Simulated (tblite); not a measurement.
Run record: molecular-dynamics run, `C=CCc1cccs1`.

Computed with GFN2-xTB (tblite), gas phase: Langevin dynamics at 200 K from the optimised GFN2-xTB geometry, time step 0.5 fs, friction 0.01 fs⁻¹, 2000 steps. The input is one job of a driver script: a line of settings, then coordinates in Å. «temperature» is in K, «steps» counts time steps and «every» is the stride of the printed frames; «frames» go on to single points.

Command:
```bash
OMP_NUM_THREADS=1 python probes_run.py task.json out
```

Input:
```
{"job": {"kind": "md", "xc": "GFN2-xTB", "basis": "xTB", "temperature": 200, "steps": 2000, "every": 50, "frames": 5}, "charge": 0, "multiplicity": 1}
C     -2.888603     0.128830    -0.260912
C     -1.764759    -0.465563    -0.610795
C     -0.775993    -1.045679     0.359719
C      0.560154    -0.401550     0.179628
C      0.969841     0.813590     0.631655
C      2.289971     1.136260     0.241925
C      2.865528     0.162892    -0.505620
S      1.805366    -1.168907    -0.751723
H     -3.569393     0.534760    -0.989275
H     -3.180074     0.227458     0.772106
H     -1.487570    -0.552617    -1.653022
H     -0.685819    -2.120542     0.181850
H     -1.125702    -0.887591     1.382599
H      0.348323     1.457060     1.228927
H      2.782842     2.053936     0.509313
H      3.848289     0.136607    -0.932546
```

Output:
```
t/fs     T/K      E/eV
    0.0   162.6   -605.68054
   25.0    88.0   -605.47164
   50.0   130.4   -605.49745
   75.0   124.2   -605.48750
  100.0   132.2   -605.42531
  125.0   172.5   -605.50133
  150.0   134.6   -605.42358
  175.0   151.4   -605.48567
  200.0   138.4   -605.30802
  225.0   184.9   -605.37583
  250.0   167.9   -605.32219
  275.0   186.2   -605.29482
  300.0   209.5   -605.38758
  325.0   163.5   -605.27933
  350.0   259.5   -605.38079
  375.0   229.0   -605.29803
  400.0   192.8   -605.31150
  425.0   188.6   -605.29612
  450.0   162.4   -605.18958
  475.0   248.1   -605.33200
  500.0   209.8   -605.16043
  525.0   197.5   -605.23468
  550.0   212.5   -605.30278
  575.0   154.5   -605.23701
  600.0   144.9   -605.10882
  625.0   219.1   -605.28210
  650.0   184.1   -605.29170
  675.0   226.5   -605.30249
  700.0   204.2   -605.06814
  725.0   238.9   -605.04834
  750.0   318.2   -605.20118
  775.0   307.7   -605.20931
  800.0   211.9   -605.23223
  825.0   212.6   -605.34196
  850.0    89.5   -605.26730
  875.0   135.0   -605.33316
  900.0   253.9   -605.34289
  925.0   287.2   -605.39337
  950.0   264.9   -605.39627
  975.0   189.4   -605.33186
 1000.0   157.7   -605.40521
```

E is the potential energy; T comes from the kinetic energy over all 3N coordinates.

Q: Sum up the printed frames.

A: 41 frames over 1000 fs. T runs from 88 K (25 fs) to 318 K (750 fs), with a mean of 191 K over all frames and 210 K from 500 fs on. E starts at -605.681 eV, peaks 0.632 eV above that at 725 fs, and averages 0.419 eV above it from 500 fs on.

Q: Give the last frame.

A: 0.26 Å rms from the start after alignment:
```
atom  x, y, z in Å  |  force x, y, z in eV/Å
C1     -3.046    0.861    1.196    1.246  -1.790   0.183
C2     -2.255    0.058    0.470   -0.885   0.821  -0.022
C3     -1.251   -0.963    0.984    0.414   0.037  -0.501
C4      0.145   -0.346    0.904   -0.340   0.218   0.223
C5      0.780    0.408    1.868   -0.078  -0.671  -1.303
C6      2.056    0.871    1.446   -1.034  -0.303  -0.137
C7      2.334    0.483    0.182    1.168   0.531  -0.491
S8      1.084   -0.411   -0.557   -0.179  -0.289   0.187
H9     -3.681    1.578    0.758   -0.458   0.464  -0.273
H10    -3.096    0.697    2.256   -0.012   0.358   0.251
H11    -2.382    0.226   -0.616    0.769  -0.507   0.542
H12    -1.322   -1.873    0.323    0.208   0.773   0.692
H13    -1.370   -1.256    2.050   -0.426   0.256  -0.695
H14     0.322    0.593    2.802   -0.109   0.162   0.661
H15     2.668    1.522    2.010    0.450   0.221   0.453
H16     3.255    0.733   -0.364   -0.733  -0.280   0.231
```

On one thread of an Intel Xeon Platinum 8488C, shared host, this took 13 s of wall time and 0.18 GiB of memory at its peak.
